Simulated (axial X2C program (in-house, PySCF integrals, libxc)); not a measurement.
**Spin–orbit effects down a group: molecules with Be (ions), MP2**

Computed with an axial X2C code built on PySCF integrals, spin-free (one-electron X2C) or two-component (2c: spin–orbit coupling with atomic mean-field Coulomb and Gaunt terms, which also bring small scalar terms), in Dyall basis sets with cores contracted in-house; open shells are unrestricted.

Basis sets: Be dyall-av3z, O dyall-av3z, S dyall-av3z, Se dyall-acv3z. Frozen shells (counts by l): BeO⁻ O 1s, Be 1s, 9 electrons correlated; BeS⁻ S 2s1p, Be 1s, 9 electrons correlated; BeSe⁻ Se 3s2p1d, Be 1s, 9 electrons correlated. Where the outer core of a metal is frozen, bonds come out longer and ionisation energies lower.

```tsv
molecule	spin-free state	Re (Å)	ωe (cm⁻¹)	De (eV)	2c state	Re 2c (Å)	ωe 2c (cm⁻¹)	De 2c (eV)
BeO⁻	M_S = 1/2, Λ = 0	1.380	1376.7	5.83	Ω = 1/2	1.380	1376.7	5.83
BeS⁻	M_S = 1/2, Λ = 0	1.819	894.6	3.89	Ω = 1/2	1.819	894.5	3.87
BeSe⁻	M_S = 1/2, Λ = 0	1.947	761.1	3.37	Ω = 1/2	1.947	760.5	3.28
```

Q: Work out the shifts from the spin-free to the two-component result.

A: 

| molecule | 2c state | ΔRe (Å) | Δωe (cm⁻¹) | ΔDe (eV) |
| --- | --- | --- | --- | --- |
| BeO⁻ | Ω = 1/2 | 0.000 | 0.0 | 0.00 |
| BeS⁻ | Ω = 1/2 | 0.000 | -0.1 | -0.02 |
| BeSe⁻ | Ω = 1/2 | 0.000 | -0.6 | -0.09 |

Shifts of one unit in the last digit are rounding.

Fragments in 2c: O- + Be, S- + Be, Se- + Be. Each entry is the lowest single determinant of a limited PBE0 search at one distance. De goes to single-determinant-based atoms at the same level (for ions the charge split of lowest energy) and is withheld (n/a) where an atom does not fit its ground term or J level. Main or longest-lived isotopes. One determinant is a doubtful description, or other states lie close, for BeO⁻; these need not be ground states, and all values refer to the states named.
